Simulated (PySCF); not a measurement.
## Working out the ionisation energy of Ge¹²⁺

Ge¹²⁺ [Ar] 3d2 (3F) → Ge¹³⁺ [Ar] 3d1 (2D). All numbers are calculated (PySCF 2.14, scalar relativity by spin-free X2C-1e, in an even-tempered Gaussian basis (19 s from 0.81 bohr⁻², ratio 2.5; 12 p from 1.1 bohr⁻², ratio 2.5; 8 d from 1.1 bohr⁻², ratio 2.5; 4 f from 3.7 bohr⁻², ratio 2.7; 4 g from 5.6 bohr⁻², ratio 2.7)). Frozen: [Ne]; the 31 highest virtual orbitals dropped. Energies in hartree (1 hartree = 27.21139 eV):

```csv
part,Ge¹²⁺ (lower),Ge¹³⁺ (upper)
UHF,-2034.979091,-2021.497339
MP2 opposite-spin,-0.279199,-0.273716
MP2 same-spin,-0.096323,-0.090646
```

**Question.** What does Hartree-Fock give?

**Answer.** (-2021.497339) − (-2034.979091) = 13.481752 hartree = 366.857 eV.

**Question.** What do MP2 and SCS-MP2 (6/5 opposite-spin, 1/3 same-spin) give?

**Answer.** The opposite-spin parts differ by 0.149 eV and the same-spin parts by 0.154 eV. MP2: 366.857 + (0.149) + (0.154) = 367.160 eV. SCS-MP2: 366.857 + 1.2 × (0.149) + (0.154)/3 = 367.087 eV.

A first-order spin-orbit estimate adds 0.147 eV to MP2 (outer shells), giving 367.307 eV against 367 ± 3 eV (theoretical estimate listed by NIST; NIST Atomic Spectra Database, ionization energies).

What remains against the reference includes basis incompleteness, the frozen core and correlation beyond second order.
